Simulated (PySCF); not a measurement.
These are B3LYP-D3(BJ)/def2-TZVP in PySCF values and carry that method's errors. All species are isolated molecules in the gas phase. One relaxed conformer stands for a flexible species; it need not be the lowest. B3LYP has the VWN-RPA correlation part, as in Gaussian. Excitations are Tamm–Dancoff values on a coarser integration grid. The basis has no diffuse functions, so Rydberg states are missing or too high.

Reference species (SMILES): `N=C1CC1` (neutral, multiplicity 1).

| Quantity | Result |
|---|---|
| S1 oscillator strength | 0.003 |
| S1 excitation (TDA) | 4.88 eV |
| HOMO | -6.88 eV |

Changed species: `C=C/C=N\[H]` (C–C–C–N torsion 180°).

Problem. Give the shifts of the S1 oscillator strength, S1 excitation (TDA) and HOMO.

Solution. the S1 oscillator strength is nearly the same; the S1 excitation (TDA) decreases by 0.29 eV, to 4.59 eV; the HOMO drops by 0.62 eV, to -7.50 eV.
